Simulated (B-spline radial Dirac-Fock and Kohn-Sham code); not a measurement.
**Relativistic shifts of the levels of Sc¹⁶⁺**

System: Sc¹⁶⁺ in the configuration [He] 2s2 2p1.

Both columns are ΔSCF binding energies of the configuration average from a radial atomic solver: non-relativistic Hartree-Fock with a point nucleus, and Dirac-Fock with a finite nucleus and the Coulomb interaction alone, averaged over the two j levels with weights 2j+1.

```
shell  Hartree-Fock (eV)  Dirac-Fock (eV)  shift (eV)  shift (%)
   1s             5311.5           5341.3      +29.81      +0.56
   2s             1123.3           1131.1       +7.77      +0.69
   2p             1088.7           1091.3       +2.58      +0.24
```

Relativity binds 1s, 2s, 2p more strongly, among those listed most of all 2s in relative terms.

Values without a named source are computed, but for edge energies of neutral atoms, which are taken from tables.
